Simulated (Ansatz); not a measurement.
`[OH+]1[InH2-][OH+][InH2-]1`. Charge 0, multiplicity 1. In takes the def2 core potential. Geometry: relaxed with PBE0-D4/def2-TZVP.

```xyz
10

O     1.073    0.445   -0.741
In    0.972   -0.089    1.355
O    -1.073   -0.443    0.741
In   -0.972    0.087   -1.355
H     1.390    1.335   -0.911
H     1.052    1.399    2.199
H     1.652   -1.645    1.566
H    -1.393   -1.331    0.913
H    -1.048   -1.401   -2.197
H    -1.652    1.643   -1.571
```

Problem. What is the dipole moment at r2SCAN/def2-TZVPP? (An estimate is asked.)

Solution. Computed: 0.01 D, zero by symmetry or nearly so.

Problem. Give the Mulliken charges with r2SCAN, B3LYP, ωB97M-V in def2-TZVPP. (Estimate.)

Solution. The calculation gave: 
| atom | r2SCAN | B3LYP | ωB97M-V |
| --- | --- | --- | --- |
| O1 | -0.62 | -0.59 | -0.60 |
| In2 | 0.69 | 0.71 | 0.61 |
| O3 | -0.62 | -0.59 | -0.60 |
| In4 | 0.69 | 0.71 | 0.61 |
| H5 | 0.21 | 0.19 | 0.19 |
| H6 | -0.14 | -0.15 | -0.10 |
| H7 | -0.14 | -0.15 | -0.10 |
| H8 | 0.21 | 0.19 | 0.19 |
| H9 | -0.14 | -0.15 | -0.10 |
| H10 | -0.14 | -0.15 | -0.10 |

B3LYP here is the variant with VWN-RPA as its local correlation; programs differ in this.
